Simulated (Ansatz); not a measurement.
Mulliken charges of `N[SiH](O)O` from ωB97M-V/def2-TZVPP in Ansatz (PBE0-D4/def2-TZVP geometry).

| atom | x (Å) | y (Å) | z (Å) | charge (e) |
| --- | --- | --- | --- | --- |
| N1 | -1.209 | 0.242 | -0.190 | -0.387 |
| Si2 | 0.501 | 0.276 | -0.078 | 0.646 |
| O3 | 1.073 | -0.897 | -1.069 | -0.384 |
| O4 | 0.883 | 0.128 | 1.509 | -0.384 |
| H5 | -1.761 | 0.802 | 0.440 | 0.118 |
| H6 | -1.648 | 0.189 | -1.096 | 0.118 |
| H7 | 1.206 | 1.497 | -0.512 | -0.071 |
| H8 | 0.636 | -1.749 | -1.034 | 0.172 |
| H9 | 0.407 | -0.535 | 2.012 | 0.172 |

**Question.** By hand: the dipole of these point charges (1 e Å = 4.8032 D).

**Answer.** Σ q r = (-0.268, -0.002, -0.019) e Å, of length 0.269 e Å = 1.29 D.

**Question.** How does the dipole of the full density compare? (Estimate.)

**Answer.** The calculation gave: (-0.590, -0.234, 0.050) e Å, 3.06 D; the point charges give 0.42 times that, at 23° from its direction.

Point charges leave out the atoms' own dipoles, such as those of lone pairs, and Mulliken's split depends on the basis, so the two needn't agree.
